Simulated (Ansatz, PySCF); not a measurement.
Pair of molecules: boric acid (SMILES OB(O)O) (first 7 atoms) with H2O (SMILES O); geometry from B3LYP-D3(BJ)/def2-TZVP.
(charge 0, multiplicity 1):
| atom | x (Å) | y (Å) | z (Å) |
|---|---|---|---|
| O | 0.4881 | -0.2524 | -1.4022 |
| B | 0.2130 | -0.1365 | -0.0667 |
| O | 0.6055 | 1.0068 | 0.5968 |
| O | -0.4435 | -1.1790 | 0.5308 |
| H | 0.9491 | 0.5224 | -1.7363 |
| H | 0.3681 | 0.9967 | 1.5325 |
| H | -0.6013 | -1.0236 | 1.4697 |
| O | -0.4730 | 0.1174 | 3.1889 |
| H | -1.2767 | 0.4741 | 3.5830 |
| H | 0.0765 | -0.1871 | 3.9196 |

Basis-set superposition error: the interaction energy with monomers in their own basis, and in the dimer's basis (counterpoise).

The values were computed with Ansatz (a program for electronic structure); PySCF for 6-31G* rows, M06-2X. Each number belongs to the level named beside it.

| level | uncorrected (meV) | counterpoise (meV) | difference |
|---|---|---|---|
| PBE/def2-TZVPPD | -356.9 | -354.4 | 2.5 |
| revPBE/def2-TZVPPD | -249.9 | -247.5 | 2.4 |
| B3LYP/6-31G* | -538.3 | -435.1 | 103.3 |
| B3LYP/def2-TZVPPD | -339.3 | -337.0 | 2.3 |
| PBE0/def2-TZVPPD | -370.4 | -368.3 | 2.1 |
| BHLYP/def2-TZVPPD | -382.3 | -380.7 | 1.7 |
| M06-2X/def2-TZVPPD | -416.1 | -413.6 | 2.5 |
| CAM-B3LYP/def2-TZVPPD | -394.1 | -391.7 | 2.4 |
| wB97M-V/def2-TZVPPD | -397.1 | -395.1 | 2.0 |
| CCSD(T)/aug-cc-pVDZ | -423.5 | -356.7 | 66.8 |

The error is largest for B3LYP/6-31G* (103.3 meV) and smallest for BHLYP/def2-TZVPPD (1.7 meV).
